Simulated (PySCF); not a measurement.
## How methods differ on the ionisation energy of Cu²⁺

Cu²⁺ [Ar] 3d9 (2D) → Cu³⁺ [Ar] 3d8 (3F), as a difference of total energies. Calculation: PySCF 2.14, in def2-SVP (5s3p2d1f, 31 functions); the non-relativistic Hamiltonian (point nucleus). Correlated levels: valence: [Ar] frozen. The calculations carry no spin-orbit coupling.

```tsv
method	ionisation energy (eV)	difference from reference (eV)
UHF	34.979	-1.862
r2SCAN	37.440	+0.599
M06-2X	37.775	+0.934
MP2 (valence)	36.837	-0.004
SCS-MP2 (valence)	36.629	-0.212
```

Reference: 36.841 ± 0.012 eV (measured; NIST Atomic Spectra Database, ionization energies).

These non-relativistic numbers lack the scalar-relativistic shift.

The reference lies between the lowest fine-structure levels, while these numbers refer to the centres of the terms.

Errors of the correlated levels include the incompleteness of this basis and the frozen core.
